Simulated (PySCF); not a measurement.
**Spin-rotation constants: `CN(C)[Si](C)(C)C`, C5H15NSi**

Cartesian coordinates in Å; atom numbers follow the order of the lines, from 1:
```xyz
22

Si   -0.032   -0.001   -0.637
N    -0.232    0.022    1.086
C     0.143    1.183    1.856
C    -0.189   -1.180    1.881
H    -0.522    1.286    2.719
H     0.059    2.075    1.244
H     1.173    1.110    2.228
H    -0.529   -2.025    1.292
H     0.823   -1.393    2.250
H    -0.847   -1.071    2.749
C     1.794   -0.052   -1.219
H     2.285   -0.971   -0.911
H     2.362    0.775   -0.801
H     1.876    0.013   -2.300
C    -0.843    1.583   -1.321
H    -0.229    2.460   -1.146
H    -1.814    1.761   -0.871
H    -0.987    1.502   -2.394
C    -0.934   -1.534   -1.314
H    -1.040   -1.460   -2.391
H    -1.929   -1.634   -0.893
H    -0.389   -2.449   -1.107
```

Level of theory: GIAO KT3/def2-SVP magnetisability, rotational g tensor and spin-rotation constants, non-relativistic, gas phase (PySCF). Geometry: GFN2-xTB.

Question: Give the nuclear spin-rotation constants along the inertial axes (H = +C I·J) beside the isotropic shieldings.

Answer: Rotational constants 2.3364, 1.6457, 1.4314 GHz. A star marks the isotopologue with that one atom substituted, in its own axes.
```tsv
atom	isotope	Caa (kHz)	Cbb (kHz)	Ccc (kHz)	mean (kHz)	σ (ppm)
N2	14N	0.085	0.067	0.053	0.068	240.4
H5	1H	-0.026	-0.167	-0.088	-0.094	29.6
H6	1H	-0.127	-0.013	-0.150	-0.097	29.1
H7	1H	-0.214	-0.164	0.029	-0.116	29.5
H8	1H	-0.142	-0.005	-0.148	-0.098	29.1
H9	1H	-0.215	-0.164	0.029	-0.116	29.5
H10	1H	-0.024	-0.167	-0.089	-0.093	29.6
H12	1H	-0.260	-0.072	-0.090	-0.141	31.9
H13	1H	-0.241	-0.049	-0.119	-0.137	31.8
H14	1H	0.033	-0.205	-0.159	-0.110	32.1
H16	1H	-0.271	-0.003	-0.134	-0.136	31.5
H17	1H	-0.228	-0.188	-0.009	-0.141	31.9
H18	1H	0.029	-0.190	-0.168	-0.110	32.0
H20	1H	0.032	-0.186	-0.174	-0.109	32.0
H21	1H	-0.232	-0.172	-0.019	-0.141	31.8
H22	1H	-0.268	-0.043	-0.103	-0.138	31.6
Si1	29Si*	-1.254	-0.937	-0.822	-1.004	411.8
C3	13C*	0.407	0.229	0.246	0.294	154.9
C11	13C*	0.242	0.162	0.149	0.184	195.1
```
For the geometry as given, no vibrational averaging.
